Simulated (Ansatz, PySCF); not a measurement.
Species: SbCl2, charge -1, multiplicity 1. 
Structure (B3LYP-D3(BJ)/def2-TZVP (Ansatz, an electronic-structure program) minimum search):
```xyz
3

Sb     0.0275     0.0081     0.6470
Cl     0.9858    -1.5970    -0.9943
Cl    -1.0683     1.5728    -0.9466
```
Charge -1, spin multiplicity 1.

Total electronic energies in hartree. Valence correlation only, unless marked. No spin-orbit coupling. The frozen core is the preceding noble-gas configuration, with the filled d and f shells of earlier blocks. Past Kr the def2 sets carry scalar-relativistic core potentials. CBS marks a two-point X^-3 extrapolation of the correlation energy; Hartree-Fock from the larger set. [CCSD(T)-MP2]/basis is that difference in the basis named.

```json
[
 {"level": "HF/def2-TZVPP", "program": "Ansatz", "energy (Eh)": "-1158.40119"},
 {"level": "HF/def2-QZVPPD", "program": "Ansatz", "energy (Eh)": "-1158.43293"},
 {"level": "PBE-D4/def2-TZVPD", "program": "Ansatz + dftd4", "energy (Eh)": "-1160.44522"},
 {"level": "BP86/def2-TZVPD", "program": "PySCF", "energy (Eh)": "-1161.03792"},
 {"level": "PBE0-D3(BJ)/def2-TZVPD", "program": "Ansatz + dftd3", "energy (Eh)": "-1160.52398"},
 {"level": "BHLYP-D4/def2-TZVPD", "program": "Ansatz + dftd4", "energy (Eh)": "-1160.75748"},
 {"level": "TPSSh-D3(BJ)/def2-TZVPD", "program": "PySCF + dftd3", "energy (Eh)": "-1160.77015"},
 {"level": "r2SCANh-D4/def2-TZVPD", "program": "Ansatz + dftd4", "energy (Eh)": "-1160.83411"},
 {"level": "HSE06-D4/def2-TZVPD", "program": "Ansatz + dftd4", "energy (Eh)": "-1160.50715"},
 {"level": "CAM-B3LYP-D3(BJ)/def2-TZVPD", "program": "Ansatz + dftd3", "energy (Eh)": "-1160.84068"},
 {"level": "LC-wPBE/def2-TZVPD", "program": "Ansatz", "energy (Eh)": "-1160.58997"},
 {"level": "RPA@PBE/def2-QZVPP", "program": "Ansatz", "energy (Eh)": "-1159.31190"},
 {"level": "RI-MP2/def2-QZVPP", "program": "Ansatz", "energy (Eh)": "-1158.97782"},
 {"level": "SCS-MP2/def2-SVP", "program": "Ansatz", "energy (Eh)": "-1158.39871"},
 {"level": "RI-MP2/CBS(def2-TZVPPD,def2-QZVPPD)+[CCSD(T)-MP2]/def2-TZVPPD", "program": "Ansatz", "energy (Eh)": "-1159.0817"}
]
```

Totals of different functionals don't rank their quality; only differences between species are comparable.
